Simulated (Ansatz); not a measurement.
Reaction (redistribution): `C[CH2][AlH][SeH]` + `N[SiH2]B(F)F` → `N[SiH2][AlH][SeH]` + `CCB(F)F`

Calculated with Ansatz (gas phase, PBE0-D4/def2-TZVP geometries, no zero-point term in ΔE). CCSD(T)/CBS adds triple-zeta CCSD(T) − MP2 to the extrapolated MP2 energy (def2 sets, frozen cores). DFT in def2-TZVPP. B3LYP here is the variant with VWN-RPA as its local correlation; programs differ in this. For Se outer-core shells are correlated without core-valence functions, which leaves a few kJ/mol of doubt a bond. Scalar relativity is left out up to krypton. One conformer a species, not always the lowest.

```
             level  ΔE (kcal/mol)  difference from CCSD(T)/CBS
            PBE-D4          -10.3                         -1.1
         r2SCAN-D4          -10.2                         -1.0
           PBE0-D4          -10.9                         -1.7
          B3LYP-D4           -9.3                         -0.1
           ωB97X-V           -9.1                          0.1
           ωB97M-V           -8.4                          0.8
            B2PLYP           -9.0                          0.2
               PBE          -10.4                         -1.2
            r2SCAN          -10.2                         -1.0
              PBE0          -10.9                         -1.7
             B3LYP           -9.4                         -0.2
     HF/def2-TZVPP          -10.6                         -1.4
    MP2/def2-TZVPP           -8.4                          0.8
SCS-MP2/def2-TZVPP           -8.5                          0.7
   CCSD/def2-TZVPP           -9.6                         -0.4
CCSD(T)/def2-TZVPP           -9.3                         -0.1
     HF/def2-QZVPP          -10.5                         -1.3
    MP2/def2-QZVPP           -8.3                          0.9
SCS-MP2/def2-QZVPP           -8.4                          0.8
      HF/CBS(def2)          -10.5                         -1.3
     MP2/CBS(def2)           -8.3                          0.9
    CCSD/CBS(def2)           -9.4                         -0.2
       CCSD(T)/CBS           -9.2                            0
```

Largest T1 diagnostic among the species: 0.013.

In def2-TZVPP, CCSD(T) changes the Hartree–Fock value by +1.3 kcal/mol (the triples alone add +0.2 kcal/mol) and MP2 by +2.2 kcal/mol.
